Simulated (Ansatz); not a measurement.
C7H9N (`Cc1ccnc(C)c1`), relaxed with RKS PBE0-D4/def2-TZVP in the Gaussian-basis code of Ansatz from a PBE-D4/def2-SVP geometry. The force threshold is 0.005 eV/Å; the program also tests the step.

The species carries charge 0 and has multiplicity 1.

Start:

```xyz
17

C     1.590    1.995    0.144
C     0.612    0.912   -0.230
C    -0.013    0.883   -1.492
C    -0.934   -0.135   -1.770
N    -1.269   -1.103   -0.902
C    -0.680   -1.091    0.309
C    -1.073   -2.181    1.275
C     0.262   -0.105    0.674
H     2.340    1.634    0.875
H     2.124    2.389   -0.743
H     1.062    2.853    0.614
H     0.221    1.644   -2.254
H    -1.428   -0.175   -2.758
H    -0.185   -2.699    1.691
H    -1.640   -1.766    2.136
H    -1.715   -2.917    0.757
H     0.726   -0.136    1.674
```

Problem. By how much does the energy fall, and how many steps does the optimiser take? (Estimate.)

Solution. Ansatz gave: 0.11 eV, in 46 steps, 15 of them rejected.

Problem. Which bonds change most? (An estimate is asked.)

Solution. The calculation gave: C6–C8 from 1.411 to 1.391 Å; C2–C3 from 1.409 to 1.390 Å; C7–H14 from 1.109 to 1.091 Å; C4–H13 from 1.106 to 1.087 Å.

Problem. Give the relaxed structure. (An estimate is asked.)

Solution. The calculation gave: 
```xyz
17

C     1.654    1.918    0.099
C     0.618    0.892   -0.232
C    -0.084    0.932   -1.431
C    -1.048   -0.032   -1.674
N    -1.352   -1.008   -0.828
C    -0.684   -1.059    0.324
C    -1.046   -2.172    1.256
C     0.300   -0.131    0.650
H     2.298    1.586    0.915
H     2.281    2.141   -0.767
H     1.182    2.855    0.407
H     0.116    1.701   -2.169
H    -1.607   -0.018   -2.606
H    -0.457   -2.140    2.173
H    -2.106   -2.116    1.514
H    -0.887   -3.137    0.768
H     0.822   -0.212    1.598
```
